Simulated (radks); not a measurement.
The numbers below are computed, except where a source is named.
Sc0.75+, 20.25 electrons, occupied as [Ar] 3d(up 0.5, down 0.5) 4s(up 0.75, down 0.5) (fractional occupations, a model configuration). Code: a radial shooting solver on a logarithmic mesh with Libxc functionals. Model: non-relativistic Kohn-Sham, r2SCAN, spin-polarised, spherical densities, point nucleus; meta-GGA in the generalised Kohn-Sham scheme.

Normalised radial functions P(r) = r R(r), r in bohr:

| r | 3p up | 3d up | 4s down |
|---|---|---|---|
| 0.01049 | 0.0098 | 0.0001 | 0.0476 |
| 0.01377 | 0.0163 | 0.0001 | 0.0580 |
| 0.01792 | 0.0265 | 0.0002 | 0.0687 |
| 0.02353 | 0.0431 | 0.0005 | 0.0789 |
| 0.03088 | 0.0687 | 0.0011 | 0.0862 |
| 0.04021 | 0.1058 | 0.0023 | 0.0874 |
| 0.05278 | 0.1602 | 0.0048 | 0.0783 |
| 0.06928 | 0.2331 | 0.0098 | 0.0541 |
| 0.09021 | 0.3191 | 0.0191 | 0.0137 |
| 0.1184 | 0.4121 | 0.0367 | -0.0437 |
| 0.1554 | 0.4837 | 0.0675 | -0.1057 |
| 0.2024 | 0.4936 | 0.1163 | -0.1493 |
| 0.2656 | 0.3946 | 0.1923 | -0.1483 |
| 0.3487 | 0.1531 | 0.2972 | -0.0791 |
| 0.454 | -0.2003 | 0.4215 | 0.0471 |
| 0.5959 | -0.6065 | 0.5594 | 0.1909 |
| 0.776 | -0.9066 | 0.6743 | 0.2647 |
| 1.019 | -0.9926 | 0.7354 | 0.2017 |
| 1.337 | -0.8345 | 0.7146 | -0.0057 |
| 1.741 | -0.5515 | 0.6220 | -0.2654 |
| 2.285 | -0.2730 | 0.4871 | -0.4934 |
| 2.999 | -0.0982 | 0.3417 | -0.5955 |
| 3.906 | -0.0275 | 0.2152 | -0.5278 |
| 5.126 | -0.0046 | 0.1066 | -0.3383 |
| 6.729 | -0.0005 | 0.0381 | -0.1480 |
| 8.762 | 0.0000 | 0.0096 | -0.0427 |
| 11.5 | 0.0000 | 0.0014 | -0.0069 |

3p up: eigenvalue -39.812 eV, 1 radial node at r = 0.394 bohr, <r> = 1.17 bohr, 90 % of the charge inside 1.80 bohr. 3d up: eigenvalue -8.049 eV, 0 radial nodes, <r> = 1.74 bohr, 90 % of the charge inside 3.08 bohr. 4s down: eigenvalue -8.023 eV, 3 radial nodes at r = 0.0968, 0.415, 1.33 bohr, <r> = 3.55 bohr, 90 % of the charge inside 5.22 bohr.
